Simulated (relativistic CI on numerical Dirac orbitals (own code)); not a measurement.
## Slater's F² for Kr³⁺ from its measured terms

Problem. The ground configuration 4s²4p³ of Kr³⁺ has the measured levels ⁴S: 0.0 (J = 3/2); ²D: 17037.6 (J = 3/2), 18700.3 (J = 5/2); ²P: 31056.4 (J = 1/2), 33405.6 (J = 3/2) cm⁻¹ (Saloman, J. Phys. Chem. Ref. Data 36, 215 (2007)). Test the one-configuration theory of p3 and extract F²(4p,4p).

Working.
1. Centres of gravity, weighted by 2J + 1: ⁴S 0.0, ²D 18035.2, ²P 32622.5 cm⁻¹. To first order spin-orbit coupling drops out of them.
2. Slater-Condon theory gives ²D − ⁴S = 9F²/25 and ²P − ²D = 6F²/25, so the ratio of the upper interval to the lower is 6/9 = 0.667, whatever F².
3. Measured intervals: 18035.2 and 14587.3 cm⁻¹, ratio 0.809.
4. F² from the lower interval is 50098 and from the upper 60780 cm⁻¹.

Check. The radial integral calculated for this configuration (Dirac-KLI orbitals, unscaled) is F² = 62531 cm⁻¹; the two empirical values are 80 % and 97 % of it. The ratio departs from 0.67 through mixing with other configurations and second-order spin-orbit coupling.
